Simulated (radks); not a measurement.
Species: Au. Configuration: [Xe] 4f14 5d10 6d1 (not the ground configuration).

Calculated with a radial shooting solver on a logarithmic mesh with Libxc functionals: scalar-relativistic Kohn-Sham, PBE, spin-unpolarised, spherical densities, finite nucleus; Fermi nuclear charge, rms radius 5.4371 fm.

Energy parts (eV):
| part | energy |
|---|---|
| total | -517215.83 |
| kinetic | 578365.76 |
| electron-nucleus | -1286280.01 |
| Hartree | 200550.96 |
| exchange-correlation | -9852.55 |

Orbitals (lengths in bohr, moments of r in powers of bohr; r(max) is where P^2 peaks):
\begin{tabular}{lrrr}
orbital & occ. & eigenvalue (eV) & r(max) \\ \hline
1s & 2 & -80746.94 & 0.01042 \\
2s & 2 & -14252.39 & 0.06018 \\
2p & 6 & -12326.15 & 0.04981 \\
3s & 2 & -3368.158 & 0.1697 \\
3p & 6 & -2809.124 & 0.1690 \\
3d & 10 & -2210.823 & 0.1376 \\
4s & 2 & -735.2984 & 0.3827 \\
4p & 6 & -551.9085 & 0.4028 \\
4d & 10 & -331.3914 & 0.4103 \\
4f & 14 & -86.6123 & 0.3756 \\
5s & 2 & -113.8201 & 0.8483 \\
5p & 6 & -65.3682 & 0.9534 \\
5d & 10 & -12.3524 & 1.215 \\
6s & 0 & -10.2643 & 2.243 \\
6p & 0 & -3.9670 & 3.092 \\
6d & 1 & -0.7196 & 9.419 \\
\end{tabular}

The highest occupied level is 6d at -0.720 eV. The configuration is held as typed, so some empty levels lie below it. The density falls to 0.001 e/bohr^3 at r = 3.83 bohr. Summed over all electrons, <r^2> = 171.0 bohr^2, which gives a Langevin (diamagnetic) susceptibility term of -135 x 10^-6 cm^3/mol.
